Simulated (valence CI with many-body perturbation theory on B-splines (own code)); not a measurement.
# From CI to CI+MBPT in W3+

Calculated by configuration interaction combined with many-body perturbation theory (CI+MBPT): three valence electrons over a frozen Dirac-Fock core [Xe] 4f14, radial functions for each j: 9 s, 9 p, 10 d, 8 f, 5 g, 3 h, 1 i, with the one-electron correlation potential Σ1, the two-electron term Σ2, the three-electron term Σ3, Breit, model QED; selected CI, second order for the rest, scaled by the run's own slope (own B-spline code, finite nucleus).

Against 58 measured levels this calculation errs by 1248 cm⁻¹ on average and by 2882 at most. These come from a selection out of J. Phys. B 45, 035001 (2012). Levels without a partner in it may be off by more, other configurations by 1,000 to 8,000 cm⁻¹. 6 measured levels below the end of the list, from 46088 cm⁻¹ on, found no clear computed partner, and computed levels of the same name lie up to 1334 cm⁻¹ from them.

Each rung adds one term. CI alone is the Dirac-Coulomb CI over the frozen core; QED comes last and gives the full result, which names the levels. Energies are above 5d3 4F_3/2 on the same rung, in cm⁻¹. A blank means that the level has no clear partner on that rung.

Names give the largest LS component (configuration and term), which can be under half, so a name can repeat, a term be missing and a line seem to break the LS rules; names also repeat where a configuration has a term twice. Letters in brackets count levels of one name in rising energy.

```
         Level  CI alone   + Σ1   + Σ2   + Σ3  + Breit   Full
    5d3 4F_5/2      2893   3419   3530   3536     3445   3459
    5d3 4F_7/2      5670   6553   6792   6798     6650   6672
    5d3 4F_9/2      8025   9073   9402   9392     9226   9252
5d3 4P_3/2 [a]      9590  10110  10618  10740    10704  10720
    5d3 4P_1/2     11058  11768  12162  12294    12227  12247
    5d3 2G_7/2     13984  15153  15645  15584    15432  15461
    5d3 2H_9/2     15109  16302  16451  16440    16277  16304
    5d3 4P_5/2     16155  17363  17734  17730    17561  17590
    5d3 2P_1/2     16438  17942  18817  19004    18819  18868
5d3 4P_3/2 [b]     16788  18203  19126  19117    18943  18984
   5d3 2H_11/2     20951  22506  22528  22533    22319  22354
5d3 2D_5/2 [a]     20270  22120  23590  23534    23326  23382
    5d3 2G_9/2     21914  23955  24498  24470    24178  24231
    5d3 2P_3/2     21722  24012  25812  25949    25666  25740
    5d3 2F_5/2     25875  27823  28724  28831    28700  28757
    5d3 2F_7/2     26760  28589  29191  29297    29121  29173
 5d2 6s 4F_3/2     25914  28921  33609  33772    33914  34178
 5d2 6s 4F_5/2     28427  31504  36053  36205    36297  36562
 5d2 6s 4F_7/2     31346  35081  40007  40174    40188  40475
5d3 2D_5/2 [b]                   44700  44746    44560  44636
 5d2 6s 4F_9/2     34918  39145  44281  44443    44383  44686
    5d3 2D_3/2     41624  43754  45224  45240    45049  45104
 5d2 6s 4P_1/2     38795  42282  46992  47161    47259  47537
 5d2 6s 2F_5/2                   47514  47580    47633  47882
 5d2 6s 4P_3/2     40537  44358  49165  49324    49364  49651
 5d2 6s 4P_5/2            46222  50785  50858    50849  51104
 5d2 6s 2D_3/2     44011  48037  53532  53579    53584  53864
 5d2 6s 2F_7/2     45148  49117  54246  54283    54261  54520
 5d2 6s 2D_5/2     47996  52555  58101  58158    58051  58348
 5d2 6s 2G_9/2     49500  53782  58586  58653    58622  58909
 5d2 6s 2G_7/2     50405  54882  59883  59948    59872  60161
```

**Question.** How does the ionisation energy move along the ladder, and which term matters most?

**Answer.** CI alone 36.003, + Σ1 37.304, + Σ2 37.931, + Σ3 37.929, + Breit 37.931, + QED 37.938 eV. The largest step is Σ1, 1.301 eV. NIST lists 38.2 ± 0.4 eV (semi-empirical).
